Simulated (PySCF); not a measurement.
Isomers of C4H4F4OSi, one GFN2-xTB conformer each. Single-point energies are computed at PBE0/pcSseg-1 (PySCF, gas phase, no added dispersion term), electronic only.

Question: Rank them by PBE0/pcSseg-1 energy, lowest first (kJ/mol).
A. `[O:1]=[CH:2]/[C:3](=[CH:4]\[C:5]([F:6])([F:7])[F:8])[SiH2:9][F:10]` with O1–C2–C3–C4 179°, C2–C3–Si9–F10 180°
B. `[O:1]=[C:2]([F:3])/[C:4](=[CH:5]/[SiH3:6])[C:7]([F:8])([F:9])[F:10]` with O1–C2–C4–C5 171°
C. `[O:1]=[CH:2]/[CH:3]=[C:4](\[F:5])[SiH2:6][C:7]([F:8])([F:9])[F:10]` with O1–C2–C3–C4 179°, C3–C4–Si6–C7 1°

Answer: A (0.0), B (112.6), C (189.8).

As drawn, the lowest has an Si–F bond, which the highest lacks. GFN2-xTB itself gives, in the same order: 0.0, 130.3, 217.1. Both levels put the same isomer lowest; measured from each level's own lowest isomer, the values differ by up to 27.3 kJ/mol (O=C/C=C(\F)[SiH2]C(F)(F)F: 217.1 against 189.8).

Q: Which frontier levels, dipoles and rotational constants go with these structures?

A: 
```tsv
SMILES	HOMO (eV, PBE0/pcSseg-1)	LUMO (eV)	dipole (D)	A, B, C (MHz)
O=C/C(=C\C(F)(F)F)[SiH2]F	-8.41	-3.03	0.52	1720, 675.1, 533.0
O=C(F)/C(=C/[SiH3])C(F)(F)F	-9.36	-2.89	3.98	1410, 959.5, 640.2
O=C/C=C(\F)[SiH2]C(F)(F)F	-7.77	-2.41	3.84	1764, 619.3, 501.3
```
